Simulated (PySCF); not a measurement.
Computed with B3LYP-D3(BJ)/def2-TZVP (PySCF 2.14.0). Gas-phase values, no solvent. One relaxed conformer stands for a flexible species; it need not be the lowest. B3LYP has the VWN-RPA correlation part, as in Gaussian. Excitations are Tamm–Dancoff values on a coarser integration grid. The basis has no diffuse functions, so Rydberg states are missing or too high.

Reference species (SMILES): `C=NCO` (C–N–C–O torsion -130°, N–C–O–H torsion -47°) (neutral, multiplicity 1).

* **S1 oscillator strength**: 0.002
* **HOMO–LUMO gap**: 6.59 eV
* **HOMO**: -7.52 eV
* **S1 excitation (TDA)**: 5.02 eV

Changed species: `C1NCO1`.

Task: Give the shifts of the S1 oscillator strength, HOMO–LUMO gap, HOMO and S1 excitation (TDA).

Result: the S1 oscillator strength stays essentially unchanged; the HOMO–LUMO gap rises by 0.61 eV, to 7.20 eV; the HOMO goes up by 0.97 eV, to -6.55 eV; the S1 excitation (TDA) increases by 1.01 eV, to 6.03 eV.
